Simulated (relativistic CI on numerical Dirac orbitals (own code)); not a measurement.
# d8 in a ligand field

Computed with a parametric ligand-field model of a d^n configuration (Racah B and C, spin-orbit zeta, crystal field), exact diagonalisation.

Field parameters in Wybourne normalisation: Oh B⁴₀ = 21Dq, B⁴₄ = √(5/14) B⁴₀. The field is a parameter set, without covalency.

B = 490 cm⁻¹, C = 2130 cm⁻¹ (C/B = 4.35), Oh, no spin-orbit coupling. Tanabe-Sugano data, E/B above the lowest term (Δ = |10Dq|; b, c mark the second and third term of a kind):

```
 Δ/B   3A2    3T2    3T1     1E    1T2    1A1
 1.0  0.00   1.00   1.79  14.42  15.09  21.46
 5.0  0.00   5.00   8.68  15.69  20.11  24.00
 9.0  0.00   9.00  15.00  16.08  24.61  25.82
13.0  0.00  13.00  20.68  16.26  28.88  27.13
17.0  0.00  17.00  25.79  16.35  33.05  28.09
21.0  0.00  21.00  30.51  16.42  37.16  28.82
25.0  0.00  25.00  35.00  16.46  41.24  29.38
29.0  0.00  29.00  39.34  16.49  45.30  29.83
33.0  0.00  33.00  43.58  16.52  49.34  30.19
37.0  0.00  37.00  47.77  16.53  53.38  30.48
41.0  0.00  41.00  51.91  16.55  57.41  30.73
45.0  0.00  45.00  56.03  16.56  61.43  30.94
```

The ground term stays 3A2.
